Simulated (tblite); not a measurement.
Compound: C4H12OSi3.
SMILES with atom numbers: `[CH2:1]=[C:2]([CH:3]=[O:4])[Si@H:5]([SiH3:6])[SiH2:7][CH3:8]` (hydrogens: H9, H10 on C1; H11 on C3; H12 on Si5; H13, H14, H15 on Si6; H16, H17 on Si7; H18, H19, H20 on C8)

The geometry is computed with GFN2-xTB (gas phase).

Problem. What internal coordinates does the optimisation give?

Solution. 
```json
{"bond": "C1=C2", "length (Å)": "1.333"}
{"bond": "C2–C3", "length (Å)": "1.453"}
{"bond": "C3=O4", "length (Å)": "1.211"}
{"bond": "C2–Si5", "length (Å)": "1.904"}
{"bond": "Si5–Si6", "length (Å)": "2.325"}
{"bond": "Si5–Si7", "length (Å)": "2.330"}
{"bond": "Si7–C8", "length (Å)": "1.897"}
{"bond": "C1–H9", "length (Å)": "1.082"}
{"bond": "C1–H10", "length (Å)": "1.077"}
{"bond": "C3–H11", "length (Å)": "1.108"}
{"bond": "Si5–H12", "length (Å)": "1.483"}
{"bond": "Si6–H13, Si6–H14, Si6–H15", "length (Å)": "1.466"}
{"bond": "Si7–H16", "length (Å)": "1.473"}
{"bond": "Si7–H17", "length (Å)": "1.473"}
{"bond": "C8–H18, C8–H19, C8–H20", "length (Å)": "1.086"}
```

Bonds in one row agree within 0.01 Å and their mean is given. A selection of angles:
```json
{"angle": "C1–C2–C3", "degrees": "120.4"}
{"angle": "C1–C2–Si5", "degrees": "128.3"}
{"angle": "C3–C2–Si5", "degrees": "111.3"}
{"angle": "C2–C3–O4", "degrees": "122.4"}
{"angle": "C2–Si5–Si6", "degrees": "106.1"}
{"angle": "C2–Si5–Si7", "degrees": "106.8"}
{"angle": "Si6–Si5–Si7", "degrees": "119.0"}
{"angle": "Si5–Si7–C8", "degrees": "109.8"}
```

Torsions: C1–C2–C3–O4 179° (antiperiplanar); C1–C2–Si5–Si6 -120° (anticlinal); C2–Si5–Si7–C8 103° (anticlinal).

Si5 (SiH silicon) is distorted tetrahedral (angles from 101.7° to 119.0°). Si7 (SiH2 silicon) is distorted tetrahedral (angles from 105.6° to 113.5°). Of the pairs four or more bonds apart, O4···Si6 is among the closest relative to their van der Waals radii: 3.28 Å, 91 % of the sum of Bondi's values. The C–C distances run from 1.333 Å (C1=C2, drawn double) to 1.453 Å (C2–C3, drawn single), a spread of 0.120 Å. Si6 (SiH3 silicon) is tetrahedral (angles from 106.3° to 113.0°).

Point group: C1 (no symmetry element, even within 0.4 Å). Its GFN2-xTB frequencies are all real (lowest 23 cm⁻¹). One conformer, not necessarily the lowest. 3 starts were optimised and ended at 0.00, 4.63 and 5.06 kcal/mol (GFN2-xTB); the lowest of these is shown.

On an Intel Xeon at 2.50 GHz with one thread (shared host), this took 8.8 s wall, 7.6 s CPU. That covers the optimisation of the geometry.
